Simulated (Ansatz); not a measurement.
(OH)3Hf-NH-SiH3 (HfSiNO₃H₇) was relaxed with PBE0-D4 (def2-SVP) in Ansatz in these states: neutral singlet, neutral triplet. The geometries follow in no particular order.

In the def2 sets Hf takes a core potential; there is no spin–orbit coupling.

A:

```xyz
13

Hf   -0.0571   -1.0710   -0.3747
O    -1.8867   -0.8861   -0.9589
O     0.2595   -2.7235    0.5723
O     1.1282   -0.8833   -1.8861
N     0.3489    0.4200    0.9961
Si    0.1061    2.1245    0.7960
H    -2.7476   -0.7350   -1.3398
H     0.3272   -3.6445    0.8132
H     1.7138   -0.7185   -2.6200
H     0.7465    0.1538    1.8970
H    -0.8836    2.7089    1.7609
H    -0.4225    2.3295   -0.5905
H     1.3673    2.9253    0.9345
```

B:

```xyz
13

Hf   -1.209   -0.221   -0.601
O    -1.722   -0.968   -2.305
O    -2.535    1.053    0.039
O     0.092   -1.519    0.253
N     0.378    0.826    0.772
Si    2.119    0.503    0.601
H    -1.832   -1.280   -3.200
H    -3.409    1.418    0.162
H     0.222   -2.256    0.851
H     0.075    1.054    1.729
H     2.806    1.807    0.872
H     2.413    0.066   -0.786
H     2.601   -0.481    1.613
```

Task: Judge from the bond lengths which geometry belongs to which state (an estimate).

Result: A is the neutral singlet (Hf1–N5 2.066 Å, Hf1–Si6 3.407 Å, Hf1–O4 1.930 Å); B is the neutral triplet (Hf1–N5 2.345 Å, Hf1–Si6 3.612 Å, Hf1–O4 2.026 Å).
